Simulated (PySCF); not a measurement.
Isomers of C8H8, mass 104.063 u with the commonest isotopes. Level of theory: PBE0-D3(BJ)/def2-SVP geometry optimisation, gas phase in PySCF 2.14.0. One conformer each, none proved a minimum here; rigid rotors.

Task: Order these by out-of-plane moment Σ m c² = (Ia + Ib − Ic)/2, smallest first.
A. `C=CC#CC=C1CC1`
B. `[CH:1]#[C:2][C:3]([C:4]#[CH:5])=[CH:6][CH2:7][CH3:8]` with C3–C6–C7–C8 117°
C. `[CH:1]#[C:2][CH:3]=[C:4]=[CH:5][CH2:6][CH:7]=[CH2:8]` with C4–C5–C6–C7 116°, C5–C6–C7–C8 116°

Result: A (3.42 u·Å²), C (14.49 u·Å²), B (15.14 u·Å²).

Task: Order these by rotational constant A, smallest first.
A. `C=CC#CC=C1CC1`
B. `[CH:1]#[C:2][CH:3]=[C:4]=[CH:5][CH2:6][CH:7]=[CH2:8]` with C4–C5–C6–C7 116°, C5–C6–C7–C8 116°
C. `[CH:1]#[C:2][C:3]([C:4]#[CH:5])=[CH:6][CH2:7][CH3:8]` with C3–C6–C7–C8 117°

Result: C (2819 MHz), A (6589 MHz), B (10815 MHz).

Task: Order these by rotational constant B, largest first.
A. `[CH:1]#[C:2][CH:3]=[C:4]=[CH:5][CH2:6][CH:7]=[CH2:8]` with C4–C5–C6–C7 116°, C5–C6–C7–C8 116°
B. `[CH:1]#[C:2][C:3]([C:4]#[CH:5])=[CH:6][CH2:7][CH3:8]` with C3–C6–C7–C8 117°
C. `C=CC#CC=C1CC1`

Result: B (1353 MHz), C (793.8 MHz), A (660.4 MHz).

| SMILES | point group | Ia (u·Å²) | Ib (u·Å²) | Ic (u·Å²) | κ | μa (D) | μb (D) | μc (D) |
| --- | --- | --- | --- | --- | --- | --- | --- | --- |
| C#CC(C#C)=CCC | C1 | 179.25 | 373.62 | 522.59 | -0.58 | 1.12 | 0.21 | 0.10 |
| C#CC=C=CCC=C | C1 | 46.73 | 765.31 | 783.06 | -1.00 | 0.88 | 0.04 | 0.01 |
| C=CC#CC=C1CC1 | near Cs | 76.70 | 636.62 | 706.47 | -0.97 | 0.74 | 0.47 | 0.00 |
